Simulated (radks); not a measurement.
Values are calculated unless marked as measured or tabulated.
Question: All-electron atom: Sb in [Kr] 4d9.5 5p5.5 (fractional occupations, a model configuration). Code: a radial shooting solver on a logarithmic mesh with Libxc functionals. Model: Dirac Kohn-Sham, PBEsol, spin-unpolarised, spherical densities, finite nucleus; open shells fill j = l - 1/2 first; Fermi nuclear charge, rms radius 4.6802 fm. Some entries of the table are withheld. Estimate them.

| orbital | occ. | eigenvalue (hartree) | <r> (bohr) | <r^2> (bohr^2) |
|---|---|---|---|---|
| 1s1/2 | 2 | -1112.554 | 0.02843 | 0.001095 |
| 2s1/2 | 2 | -169.4751 | 0.1223 | 0.01768 |
| 2p1/2 | 2 | -158.5945 | 0.1033 | 0.01312 |
| 2p3/2 | 4 | -149.3481 | 0.1088 | 0.01442 |
| 3s1/2 | 2 | -33.41919 | 0.3305 | 0.1250 |
| 3p1/2 | 2 | -28.97021 | 0.3210 | 0.1198 |
| 3p3/2 | 4 | -27.26389 | 0.3323 | 0.1281 |
| 3d3/2 | 4 | -19.39972 | 0.3034 | 0.1092 |
| 3d5/2 | 6 | -19.04492 | 0.3070 | 0.1117 |
| 4s1/2 | 2 | -5.68606 | 0.7888 | 0.7038 |
| 4p1/2 | 2 | -4.17651 | 0.8291 | 0.7845 |
| 4p3/2 | 4 | -3.85705 | 0.8578 | 0.8397 |
| 4d3/2 | 4 | (1) | (2) | (3) |
| 4d5/2 | 5.5 | (4) | (5) | (6) |
| 5p1/2 | 2 | -0.25558 | 2.611 | (7) |
| 5p3/2 | 3.5 | -0.22782 | 2.730 | (8) |

Answer: 
(1) 4d3/2 eigenvalue (hartree): -1.46001
(2) 4d3/2 <r> (bohr): 1.006
(3) 4d3/2 <r^2> (bohr^2): 1.191
(4) 4d5/2 eigenvalue (hartree): -1.41280
(5) 4d5/2 <r> (bohr): 1.019
(6) 4d5/2 <r^2> (bohr^2): 1.221
(7) 5p1/2 <r^2> (bohr^2): 7.862
(8) 5p3/2 <r^2> (bohr^2): 8.599
